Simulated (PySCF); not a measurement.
## `C#C[SiH2][SiH2][Si@H]([SiH3])C[SiH3]`, C₃H₁₄Si₅

Molfile (atoms numbered from 1):
```
C3H14Si5
     RDKit          3D

 22 21  0  0  0  0  0  0  0  0999 V2000
    3.9250    1.3277    1.3285 C   0  0  0  0  0  0  0  0  0  0  0  0
    3.6810    0.5302    0.4623 C   0  0  0  0  0  0  0  0  0  0  0  0
    3.2737   -0.6763   -0.8809 Si  0  0  0  0  0  4  0  0  0  0  0  0
    1.1232   -0.2453   -1.6272 Si  0  0  0  0  0  4  0  0  0  0  0  0
   -0.4943    0.0612    0.0300 Si  0  0  2  0  0  4  0  0  0  0  0  0
   -0.8123   -1.7569    1.4310 Si  0  0  0  0  0  4  0  0  0  0  0  0
   -2.1414    0.5525   -0.8206 C   0  0  0  0  0  0  0  0  0  0  0  0
   -3.5418    1.1741    0.2999 Si  0  0  0  0  0  4  0  0  0  0  0  0
    4.1507    2.0242    2.0850 H   0  0  0  0  0  0  0  0  0  0  0  0
    3.4163   -2.0099   -0.2767 H   0  0  0  0  0  0  0  0  0  0  0  0
    4.3568   -0.5384   -1.8657 H   0  0  0  0  0  0  0  0  0  0  0  0
    1.1653    0.8899   -2.5680 H   0  0  0  0  0  0  0  0  0  0  0  0
    0.7233   -1.3638   -2.5050 H   0  0  0  0  0  0  0  0  0  0  0  0
   -0.0991    1.2450    0.8274 H   0  0  0  0  0  0  0  0  0  0  0  0
    0.4633   -2.1554    2.0339 H   0  0  0  0  0  0  0  0  0  0  0  0
   -1.2987   -2.9295    0.6949 H   0  0  0  0  0  0  0  0  0  0  0  0
   -1.7515   -1.5582    2.5377 H   0  0  0  0  0  0  0  0  0  0  0  0
   -1.9276    1.3265   -1.5597 H   0  0  0  0  0  0  0  0  0  0  0  0
   -2.5026   -0.3063   -1.3897 H   0  0  0  0  0  0  0  0  0  0  0  0
   -3.9360    0.1145    1.2318 H   0  0  0  0  0  0  0  0  0  0  0  0
   -3.0836    2.3463    1.0478 H   0  0  0  0  0  0  0  0  0  0  0  0
   -4.7000    1.5508   -0.5175 H   0  0  0  0  0  0  0  0  0  0  0  0
  1  2  3  0
  2  3  1  0
  3  4  1  0
  4  5  1  0
  5  6  1  0
  5  7  1  0
  7  8  1  0
  1  9  1  0
  3 10  1  0
  3 11  1  0
  4 12  1  0
  4 13  1  0
  5 14  1  1
  6 15  1  0
  6 16  1  0
  6 17  1  0
  7 18  1  0
  7 19  1  0
  8 20  1  0
  8 21  1  0
  8 22  1  0
M  END
```

Computed, not measured: PySCF 2.14.0, GIAO CAM-B3LYP/pcSseg-1 magnetisability, rotational g tensor and spin-rotation constants, non-relativistic, gas phase. Geometry: GFN2-xTB.

Question: What are the magnetisability and the molar susceptibility?

Answer: Isotropic -2145 × 10⁻³⁰ J/T², or -129.2 × 10⁻⁶ cm³/mol; principal values -2210, -2143, -2081 × 10⁻³⁰ J/T², anisotropy 112 × 10⁻³⁰ J/T² (root of half the summed squared differences of the principal values). The susceptibility is in cgs units.

Question: Split it along the inertial axes a, b, c into diamagnetic and paramagnetic parts about the centre of mass, with the quadrupole moment.

Answer: 
| axis | χ (10⁻⁶ cm³/mol) | diamagnetic (10⁻⁶ cm³/mol) | paramagnetic (10⁻⁶ cm³/mol) | summed x² of all electrons (Å²) | quadrupole Θ (D Å) |
| --- | --- | --- | --- | --- | --- |
| a | -128.7 | -1204.8 | 1076.2 | 694.3 | -5.29 |
| b | -126.3 | -3480.8 | 3354.4 | 157.8 | -1.93 |
| c | -132.5 | -3615.1 | 3482.6 | 126.2 | +7.21 |

Anisotropies 2χaa − χbb − χcc = +1.4 and 2χbb − χaa − χcc = +8.5 × 10⁻⁶ cm³/mol. Θ is traceless in Buckingham's convention.

Question: And the rotational g tensor?

Answer: 
```
axis  rotational constant (GHz)        g  nuclear part  electronic part
   a                     1.2142  -0.0197        0.5942          -0.6139
   b                     0.3579  -0.0065        0.5575          -0.5641
   c                     0.3449  -0.0062        0.5582          -0.5643
```
Asymmetric top; isotopes 12C, 1H, 28Si; no vibrational averaging.
